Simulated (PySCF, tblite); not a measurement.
Species: C7H11N3.
Cartesian coordinates in Å at the GFN2-xTB level; atoms count from 1:
```
atom  x, y, z in Å
C1     2.0437   -0.8531    1.4638
C2     1.7606   -0.7045   -0.0325
C3     1.1221    0.6011   -0.3326
N4     1.7359    1.6747   -0.7375
N5     0.8305    2.6594   -0.8674
C6    -0.3267    2.1770   -0.5414
N7    -0.2188    0.8624   -0.1895
C8    -1.2533   -0.0202    0.2213
C9    -2.5621    0.0019   -0.5099
C10   -1.6374   -1.1653   -0.6722
H11    1.1221   -0.8199    2.0412
H12    2.5351   -1.8034    1.6563
H13    2.6931   -0.0496    1.8014
H14    1.1132   -1.5179   -0.3682
H15    2.6997   -0.7463   -0.5845
H16   -1.2490    2.7201   -0.5358
H17   -1.2744   -0.1875    1.2944
H18   -3.4677   -0.1219    0.0633
H19   -2.6605    0.6793   -1.3445
H20   -1.1208   -1.2632   -1.6150
H21   -1.8942   -2.1062   -0.2111
```

Method used: PBE0/pcSseg-1 in PySCF (dipole) on a GFN2-xTB geometry, gas phase.

Take the most abundant isotopes and a rigid rotor. The values belong to one conformer with, in the numbering `[CH3:1][CH2:2][c:3]1[n:4][n:5][cH:6][n:7]1[CH:8]1[CH2:9][CH2:10]1`, C1–C2–C3–N4 96°, C6–N7–C8–C9 43°.

Give the principal moments of inertia and the rotational constants in cm⁻¹.

Ia = 283.17, Ib = 384.31, Ic = 596.19 u·Å²; 505379 MHz·u·Å²/I gives 1785, 1315 and 847.7 MHz, that is A = 0.05953, B = 0.04386, C = 0.02828 cm⁻¹.

What kind of rotor is it?

An asymmetric top; Ray's κ = -0.003.

Is it planar, by Δ = Ic − Ia − Ib?

Not planar: Δ = Ic − Ia − Ib = -71.30 u·Å². For a rigid frame Δ = −2 Σ m c², so Σ m c² = 35.65 u·Å² lies off the ab plane: 12.62 from hydrogen and 23.02 from heavier atoms. The atom farthest from that plane is 1.65 Å away.

Give the other two planar moments, Paa and Pbb, and the rms extents of the mass along the axes.

Paa = Σ m a² = (Ib + Ic − Ia)/2 = 348.67 and Pbb = Σ m b² = (Ia + Ic − Ib)/2 = 247.52 u·Å². With the mass M = 137.10 u, the rms extents √(P/M) along a, b and c are 1.59, 1.34, 0.51 Å.

List the rotational levels J(Ka,Kc) to J = 3 (K).

Above 0(0,0), as E/k:
J = 1: 1(0,1) 0.104, 1(1,1) 0.126, 1(1,0) 0.149
J = 2: 2(0,2) 0.301, 2(1,2) 0.311, 2(1,1) 0.379, 2(2,1) 0.446, 2(2,0) 0.457
J = 3: 3(0,3) 0.580, 3(1,3) 0.584, 3(1,2) 0.715, 3(2,2) 0.758, 3(2,1) 0.800, 3(3,1) 0.932, 3(3,0) 0.935

Predict some low-J microwave lines.

The dipole components are |μa| = 4.89 D, |μb| = 3.90 D, |μc| = 0.89 D. Intensities carry the squares of the components, which stand as 1.00 : 0.64 : 0.03 (a : b : c). Some lines, for components of 0.1 D or more:

```csv
type,branch,"J(Ka,Kc)",MHz,lower level (cm⁻¹)
a,Q,"1(1,0) ← 1(1,1)",467,0.088
c,Q,"1(1,1) ← 1(0,1)",470,0.072
b,Q,"1(1,0) ← 1(0,1)",937,0.072
a,Q,"2(1,1) ← 2(1,2)",1402,0.216
c,Q,"2(2,1) ← 2(1,1)",1409,0.263
b,Q,"2(1,1) ← 2(0,2)",1621,0.209
b,Q,"2(2,0) ← 2(1,1)",1625,0.263
a,R,"1(0,1) ← 0(0,0)",2163,0.000
b,R,"1(1,1) ← 0(0,0)",2632,0.000
b,Q,"2(2,1) ← 2(1,2)",2811,0.216
c,R,"1(1,0) ← 0(0,0)",3100,0.000
b,R,"2(0,2) ← 1(1,1)",3639,0.088
a,R,"2(1,2) ← 1(1,1)",3858,0.088
a,R,"2(0,2) ← 1(0,1)",4109,0.072
b,R,"2(1,2) ← 1(0,1)",4328,0.072
a,R,"2(1,1) ← 1(1,0)",4793,0.103
c,R,"2(1,1) ← 1(0,1)",5730,0.072
b,R,"2(2,1) ← 1(1,0)",6202,0.103
c,R,"2(2,0) ← 1(1,0)",6418,0.103
c,R,"2(2,1) ← 1(1,1)",6669,0.088
b,R,"2(2,0) ← 1(1,1)",6885,0.088
```

Its GFN2-xTB frequencies are all real (lowest 44 cm⁻¹). No vibrational averaging or centrifugal distortion is included, and the geometry carries the error of its method. A rigid rotor knows nothing of internal rotation, which can split or shift real lines. Quadrupole hyperfine structure (14N) is left out.

On an Arm Neoverse V1 with one thread, shared host, this took 55 s (with the writing of density and orbital grids) and 0.92 GiB of memory at its peak. This is the PBE0/pcSseg-1 job that gave the dipole, with the shieldings it also computed.
